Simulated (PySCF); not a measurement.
## Trend along the fourth-period p block: MGe molecules

CCSD(T) with triple-zeta basis sets in PySCF, for the lowest determinant that a PBE0 search found; no spin–orbit coupling. De refers to high-spin ground-configuration atoms.

| M | basis | reference, frozen orbitals | state (unpaired electrons) | Re (Å) | ωe (cm⁻¹) | De (eV) |
| --- | --- | --- | --- | --- | --- | --- |
| Ge | def2-TZVPP | UHF, 18 | triplet (π ↑↑) | 2.381 | 296 | 2.79 |
| Se | x2c-TZVPPall | RHF, 18 | singlet (closed shell) | 2.147 | 405 | 5.04 |
| Br | def2-TZVPP | UHF, 18 | doublet (π ↑) | 2.325 | 301 | 3.50 |

The shortest bond is that of GeSe (2.147 Å), the longest that of Ge2 (2.381 Å). GeSe is bound most strongly (5.04 eV) and Ge2 least (2.79 eV).

The rows differ in basis set, which adds steps of its own.

The state changes along the series, so neighbouring rows are not always alike in their bonding.

Correlated steps freeze 18 core orbitals. Spin–orbit coupling is left out. Where the molecule has an RHF reference, its open-shell atoms are computed with UHF. States were picked by a PBE0 search and need not be the measured ground states.
